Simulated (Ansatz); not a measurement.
`NC[CH2][GeH3]` and `NCCCF` differ in one atom or group.

Ansatz, PBE0-D4/def2-TZVP geometries, multiplicity 1. Each molecule was computed in one conformer, which needn't be the lowest.

Scalar relativity is left out up to krypton.

| property | `NC[CH2][GeH3]` |
| --- | --- |
| LUMO energy (PBE/def2-TZVPP) / eV | -0.01 |
| size of the dipole moment (B3LYP/def2-TZVPP) / D | 1.34 |
| HOMO–LUMO gap (PBE/def2-TZVPP) / eV | 5.44 |
| HOMO energy (PBE/def2-TZVPP) / eV | -5.45 |
| LUMO energy (B3LYP/def2-TZVPP) / eV | 0.48 |
| HOMO–LUMO gap (B3LYP/def2-TZVPP) / eV | 7.19 |

Give the same properties after the change, and the shifts. (Best estimate.)

The calculation gave: 
```
                                        property  `NCCCF`  shift
               LUMO energy (PBE/def2-TZVPP) / eV     0.16   0.17
size of the dipole moment (B3LYP/def2-TZVPP) / D     2.64   1.30
             HOMO–LUMO gap (PBE/def2-TZVPP) / eV     5.71   0.27
               HOMO energy (PBE/def2-TZVPP) / eV    -5.54  -0.09
             LUMO energy (B3LYP/def2-TZVPP) / eV     0.60   0.12
           HOMO–LUMO gap (B3LYP/def2-TZVPP) / eV     7.44   0.25
```

With PBE0 the HOMO falls by 0.12 eV and the LUMO rises by 0.18 eV, so the gap widens by about 0.30 eV. PBE moves the HOMO by -0.09 eV and ωB97M-V by -0.14 eV. Dipoles are sizes alone; their direction can turn.

B3LYP here is the variant with VWN-RPA as its local correlation; programs differ in this.
